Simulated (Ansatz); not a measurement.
Consider the ligand exchange at the Si–C bond: `C=[C]([SiH3])[InH2]` + `NB(O)Cl` → `NB(Cl)O[SiH3]` + `C=[CH][InH2]`.

Isolated molecules relaxed with PBE0-D4/def2-TZVP in Ansatz; ΔE leaves out vibrations. CCSD(T)/CBS is the MP2 limit (def2-TZVPP, def2-QZVPP) plus CCSD(T) − MP2 in def2-TZVPP, frozen cores. Functionals use def2-TZVPP. B3LYP here is the variant with VWN-RPA as its local correlation; programs differ in this. HSE06 is defined as in plane-wave codes. Elements past krypton have def2 core potentials. For In outer-core shells are correlated without core-valence functions, which leaves a few kJ/mol of doubt a bond. One conformer a species, not always the lowest.

```csv
level,ΔE (kcal/mol),difference from CCSD(T)/CBS
LDA (SPW92),-14.2,3.0
PBE-D4,-14.1,3.1
revPBE-D4,-13.9,3.3
BLYP-D4,-17.1,0.1
r2SCAN-D4,-16.8,0.4
PBE0-D4,-15.3,1.9
r2SCANh-D4,-17.1,0.1
r2SCAN0-D4,-17.4,-0.2
HSE06-D4,-15.3,1.9
BHLYP-D4,-19.6,-2.4
CAM-B3LYP-D4,-19.3,-2.1
ωB97X-V,-17.7,-0.5
ωB97M-V,-17.5,-0.3
B2PLYP,-18.5,-1.3
PBE-QIDH,-16.7,0.5
PBE,-14.5,2.7
revPBE,-14.5,2.7
BLYP,-18.0,-0.8
r2SCAN,-16.9,0.3
PBE0,-15.7,1.5
B3LYP,-18.8,-1.6
r2SCANh,-17.1,0.1
r2SCAN0,-17.5,-0.3
HSE06,-15.6,1.6
BHLYP,-20.6,-3.4
CAM-B3LYP,-19.7,-2.5
LC-ωPBE,-17.0,0.2
RPA@PBE/def2-TZVPP,-17.6,-0.4
HF/def2-SVP,-18.9,-1.7
MP2/def2-SVP,-14.6,2.6
CCSD/def2-SVP,-15.5,1.7
CCSD(T)/def2-SVP,-14.8,2.4
MP2/def2-TZVPP,-17.0,0.2
SCS-MP2/def2-TZVPP,-18.3,-1.1
CCSD/def2-TZVPP,-18.4,-1.2
CCSD(T)/def2-TZVPP,-17.4,-0.2
MP2/def2-QZVPP,-17.0,0.2
SCS-MP2/def2-QZVPP,-18.3,-1.1
MP2/CBS(def2),-16.8,0.4
CCSD/CBS(def2),-18.2,-1.0
CCSD(T)/CBS,-17.2,0
```

Largest T1 diagnostic among the species: 0.014.

From BLYP to BHLYP (50 % exact exchange), in def2-TZVPP and without D4, ΔE moves by −2.5 kcal/mol. The D4 term adds +0.8 kcal/mol with B3LYP and +0.4 kcal/mol with PBE0; it sums over pairs of atoms, weighted by their polarisabilities, and B3LYP, whose exchange is more repulsive, gets the larger term. At CCSD(T), def2-SVP lies +2.4 kcal/mol from the extrapolated value and def2-TZVPP −0.2 kcal/mol.
